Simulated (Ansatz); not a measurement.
Ansatz (a program for electronic structure) input (B3LYP/3-21G): The .json file is the Basis Set Exchange's 3-21G.

Ansatz 0.2 input:
```yaml
crystal:
  periodic: [false, false, false]
  atoms:
    - {symbol: C, position_ang: [1.93008300, 1.09352600, -0.25162800]}
    - {symbol: Si, position_ang: [1.51375800, -0.48076900, 0.38589800]}
    - {symbol: O, position_ang: [-0.12092000, -1.03761300, 0.26058800]}
    - {symbol: Si, position_ang: [-1.34764900, -0.30181600, -0.50019000]}
    - {symbol: C, position_ang: [-1.88098100, 1.33441100, 0.25710600]}
    - {symbol: H, position_ang: [1.80568800, 2.00708000, 0.32334200]}
    - {symbol: H, position_ang: [2.20628600, 1.24578000, -1.29085600]}
    - {symbol: H, position_ang: [1.70535600, -0.62717000, 1.86874000]}
    - {symbol: H, position_ang: [2.22719000, -1.62390500, -0.27733500]}
    - {symbol: H, position_ang: [-1.12373600, -0.08142200, -1.95862100]}
    - {symbol: H, position_ang: [-2.52864700, -1.22277800, -0.42080700]}
    - {symbol: H, position_ang: [-1.07464800, 2.05918700, 0.13751700]}
    - {symbol: H, position_ang: [-2.08213100, 1.21836700, 1.32530600]}
    - {symbol: H, position_ang: [-2.78814300, 1.71432900, -0.22478000]}
basis:
  gaussian:
    orbitals: 3-21G.json
hamiltonian:
  xc: {name: B3LYP}
total_charge: -1
output: {forces: true}
```

Output:

```
Functional definition: B3LYP
integrals: 0.03 GiB planned
814 factors; integrals over basis functions are off by at most 1.1e-3 eV
mean field: 0.26 GiB planned
mean field evaluation 1: about -19911.5627 eV, gradient 5.5e1 eV
mean field evaluation 2: about -19902.4414 eV, gradient 7.3e1 eV
mean field evaluation 4: about -19918.3863 eV, gradient 6.3e0 eV
mean field evaluation 8: about -19918.5273 eV, gradient 6.9e-1 eV
mean field evaluation 16: about -19918.5283 eV, gradient 3.2e-5 eV
mean field -19918.52827848 eV, -731.9924129708 hartree, gradient 3.2e-5 eV, S^2 0.000000; 0 other end points of the search recorded, 0 dependent functions left out
the calculation of the forces begins
reference -19918.52855066 eV, -731.9924229731 hartree; 29, 29 occupied and 42, 42 virtual orbitals, 814 factors
Total energy: -19918.52855066 eV, -731.9924229731 hartree
Atom 0 at     1.930083     1.093526    -0.251628 Å, force     0.102863     0.732249    -0.304695 eV/Å
Atom 1 at     1.513758    -0.480769     0.385898 Å, force     0.775894    -0.310650     0.376533 eV/Å
Atom 2 at    -0.120920    -1.037613     0.260588 Å, force     0.699528    -1.134683     0.779256 eV/Å
Atom 3 at    -1.347649    -0.301816    -0.500190 Å, force    -1.201667     0.311247    -0.797386 eV/Å
Atom 4 at    -1.880981     1.334411     0.257106 Å, force    -0.347624     0.513909     0.107493 eV/Å
Atom 5 at     1.805688     2.007080     0.323342 Å, force     0.013821     0.072021     0.078099 eV/Å
Atom 6 at     2.206286     1.245780    -1.290856 Å, force     0.040151    -0.005472    -0.094488 eV/Å
Atom 7 at     1.705356    -0.627170     1.868740 Å, force     0.110005    -0.061049     0.325756 eV/Å
Atom 8 at     2.227190    -1.623905    -0.277335 Å, force     0.223739    -0.267264    -0.105537 eV/Å
Atom 9 at    -1.123736    -0.081422    -1.958621 Å, force    -0.084678     0.134885    -0.424668 eV/Å
Atom 10 at    -2.528647    -1.222778    -0.420807 Å, force    -0.319860    -0.124183     0.002215 eV/Å
Atom 11 at    -1.074648     2.059187     0.137517 Å, force     0.125770     0.061405    -0.014114 eV/Å
Atom 12 at    -2.082131     1.218367     1.325306 Å, force    -0.017107    -0.008548     0.121057 eV/Å
Atom 13 at    -2.788143     1.714329    -0.224780 Å, force    -0.120835     0.086134    -0.049521 eV/Å
Dipole moment:    -1.007441     0.136812    -0.046340 e Å
```

The dipole moment of an ion depends on the origin.

The geometry given is a B3LYP-D3(BJ)/def2-TZVP minimum.
